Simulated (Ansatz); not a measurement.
A run for Ansatz (a program for electronic structure): R-r2SCAN/def2-TZVPP on Br4MoO (SMILES [O]=[Mo]([Br])([Br])([Br])[Br]). Elements past Kr take the def2 small-core potentials; no spin–orbit coupling.

Ansatz 0.2 input:
```yaml
crystal:
  periodic: [false, false, false]
  atoms:
    - {symbol: Mo, position_ang: [0.12080677, -0.00075322, 0.00000929]}
    - {symbol: Br, position_ang: [-0.47182880, 0.00866689, 2.39427326]}
    - {symbol: Br, position_ang: [-0.47432844, -0.00305211, -2.39364419]}
    - {symbol: O, position_ang: [1.77131065, -0.01040018, -0.00117067]}
    - {symbol: Br, position_ang: [-0.45874591, 2.39670847, -0.00554451]}
    - {symbol: Br, position_ang: [-0.48721427, -2.39116984, 0.00607681]}
basis:
  gaussian:
    orbitals: def2-TZVPP
hamiltonian:
  xc: {name: r2SCAN}
scf: {lower_state_search: off}
```

Q: Give the final energy of this run.

A: -10440.2759 hartree.

Q: How many basis functions does it have, and what does it roughly cost on one machine?

A: 279 functions; roughly 18 core-seconds.
